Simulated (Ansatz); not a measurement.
Program: Ansatz 0.2.0.

A structure relaxed at PBE0-D4/def2-TZVP, charge 0, multiplicity 1:

Cartesian coordinates in Å:
```
O 2.1510 -0.5558 -1.9520
C 1.2059 -0.3281 -1.3505
Fe -0.2678 0.0255 -0.4147
P 0.9258 -0.0879 1.4332
C -0.6827 1.7088 -0.0063
O -0.9498 2.7893 0.2548
C -1.2780 -1.3104 0.1914
O -1.9275 -2.1674 0.5793
C -1.2276 0.1180 -1.9038
O -1.8431 0.1775 -2.8591
H 1.9913 0.8171 1.6189
H 1.6169 -1.2802 1.7323
H 0.2856 0.0936 2.6766
```

Task: Give its formula and SMILES.

Result: C4H3FeO4P, `[O+]#[C][Fe-5]([PH3+])([C]#[O+])([C]#[O+])[C]#[O+]`.

Task: Point group (tolerance 0.08 Å, 0.16 Å for H)?

Result: C3v.

Task: Summarise the bond lengths by kind.

Result: 4 × C–O 1.138 to 1.143 Å; 4 × C–Fe 1.774 to 1.781 Å; 1 × Fe–P 2.203 Å; 3 × H–P 1.410 Å.
